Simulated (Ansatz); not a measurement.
Ansatz (a quantum-chemistry and plane-wave program) input (PBE/6-311+G**): The .json file is the Basis Set Exchange's 6-311+G**.

Ansatz 0.2 input:
```yaml
crystal:
  periodic: [false, false, false]
  atoms:
    - {symbol: P, position_ang: [-0.00000000, -0.00000000, -0.08928302]}
    - {symbol: H, position_ang: [0.00000000, 0.00000000, 1.33924536]}
basis:
  gaussian:
    orbitals: 6-311+G__.json
hamiltonian:
  xc: {name: PBE}
total_charge: 1
magnetization: {spin_polarized: true, initial_magnetization: 1}
```

Output:

```
WARN ansatz: RAYON_NUM_THREADS=1 ignored (pool sized by the plan → 1); use --threads N
Functional definition: PBE
integrals: 0.00 GiB planned
307 factors; their error is unknown
mean field: 0.08 GiB planned
mean field evaluation 1: about -9287.8322 eV, gradient 1.1e1 eV
mean field evaluation 2: about -9288.3365 eV, gradient 6.2e0 eV
mean field evaluation 4: about -9288.4791 eV, gradient 2.7e-1 eV
mean field evaluation 8: about -9288.4747 eV, gradient 2.1e-3 eV
mean field evaluation 16: about -9288.4832 eV, gradient 7.0e-2 eV
mean field -9288.47465395 eV, -341.3451475785 hartree, gradient 5.7e-6 eV, S^2 0.753019; 2 other end points of the search recorded, 0 dependent functions left out
reference -9288.47469611 eV, -341.3451491278 hartree; 8, 7 occupied and 29, 30 virtual orbitals, 307 factors
Total energy: -9288.47469611 eV, -341.3451491278 hartree
```

The dipole moment of an ion depends on the origin.
